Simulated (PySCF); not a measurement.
J couplings in `[CH3][Sn]([CH3])([CH3])[CH3]`, C4H12Sn

Cartesian coordinates in Å; atom numbers follow the order of the lines, from 1:
```xyz
17

C    -0.0538   -1.6086   -1.4324
Sn    0.0018    0.0029   -0.0002
C    -0.1665    1.8876   -1.0360
C    -1.6440   -0.2124    1.3783
C     1.8609   -0.0618    1.0920
H    -0.9868   -1.5741   -2.0136
H     0.0004   -2.5790   -0.9171
H     0.7945   -1.5348   -2.1286
H    -0.0039    2.7258   -0.3429
H    -1.1673    1.9909   -1.4807
H     0.5809    1.9497   -1.8407
H    -2.6009   -0.0568    0.8587
H    -1.6459   -1.2202    1.8187
H    -1.5642    0.5242    2.1913
H     1.9623   -1.0216    1.6195
H     2.7154    0.0543    0.4093
H     1.8939    0.7493    1.8342
```

Calculated values (PySCF 2.14.0): indirect couplings, PBE0/pcJ-1 (dyall-v2z on Sn), isolated molecule, finite nuclei, structure from PBE0-D3(BJ)/def2-SVP.

Non-relativistic values:
```tsv
coupling	atoms	J (Hz)
1J(119Sn,13C)	Sn2 – C1/C3/C4/C5	-277.5
2J(119Sn,1H)	Sn2 – H6/H7/H8/H9/H10/H11/H12/H13/H14/H15/H16/H17	42.1
```

Question: What do two-component X2C with spin–orbit coupling give?

Answer: 
```tsv
coupling	atoms	with spin–orbit (Hz)
1J(119Sn,13C)	Sn2 – C1/C3/C4/C5	-302.0
2J(119Sn,1H)	Sn2 – H6/H7/H8/H9/H10/H11/H12/H13/H14/H15/H16/H17	45.8
```

The largest listed coupling, 1J(119Sn,13C), ends at 1.09 times its non-relativistic value. Equivalent partners are averaged, as under fast rotation.
